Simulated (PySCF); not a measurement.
C₃H₁₀O₂Si₂, SMILES C([SiH2]C(=O)OC)[SiH3] (GFN2-xTB optimised geometry):

```
17

C      3.200    -0.749     1.311
O      1.789    -0.838     1.140
C      1.340    -1.383     0.000
O      2.072    -1.786    -0.870
Si    -0.578    -1.383     0.000
C     -1.147     0.426     0.000
Si    -3.030     0.670     0.090
H      3.663    -0.352     0.405
H      3.370    -0.086     2.155
H      3.614    -1.739     1.514
H     -1.017    -2.106    -1.194
H     -0.993    -2.072     1.225
H     -0.771     0.922    -0.896
H     -0.685     0.940     0.844
H     -3.330     2.106     0.095
H     -3.663     0.046    -1.072
H     -3.545     0.064     1.318
```

Computed with PBE0/def2-SVP (PySCF).

Task: What are the frontier orbital energies and the dipole moment?

Result: HOMO-2 -9.09 eV, HOMO-1 -8.71 eV, HOMO -7.40 eV, LUMO -0.39 eV, LUMO+1 0.81 eV; dipole moment 2.01 D.

Meta-Löwdin charges at PBE0/def2-SVP: C1 -0.10, O2 -0.34, C3 0.30, O4 -0.43, Si5 0.58, C6 -0.64, Si7 0.48, H8 0.11, H9 0.12, H10 0.11, H11 -0.09, H12 -0.09, H13 0.13, H14 0.13, H15 -0.09, H16 -0.10, H17 -0.10.
